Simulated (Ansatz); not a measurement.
# C2H5BClF: a line through the functionals

The species is C2H5BClF (10 atoms), meant as a singlet with charge 0. As SMILES, `BC(F)CCl`. The shape is that of a PBE0-D4/def2-TZVP optimisation. This is one conformer, not always the lowest.

The HOMO–LUMO gap y, in eV, basis def2-SVP; a is the functional's share of exact exchange. Programs: Ansatz 0.2.0.

```
functional  program     a  y (eV)
       PBE   Ansatz     0    3.80
    r2SCAN   Ansatz     0    4.56
     B3LYP   Ansatz   0.2       ?
   r2SCAN0   Ansatz  0.25    6.77
      PBE0   Ansatz  0.25    6.31
     BHLYP   Ansatz   0.5    8.68
```

Question: Fit y = c + s·a to the known rows and predict B3LYP.

Answer: 
1. Means of the 5 rows: a = 0.2000, y = 6.024.
2. Σ(Δa)² = 0.175, Σ(Δa·Δy) = 1.586, so the slope is 1.586/0.175 = 9.0629.
3. Intercept: 6.024 − (9.0629) × 0.2000 = 4.211. The largest residual of the fit is 0.41.
4. B3LYP: 4.211 + (9.0629) × 0.2 = 6.02 eV.

The run gave 5.77 eV, so the prediction is off by +0.25 eV, within the largest residual. Exact exchange lowers occupied levels and raises empty ones. The rows mix families of semi-local functionals, which the line can't see.
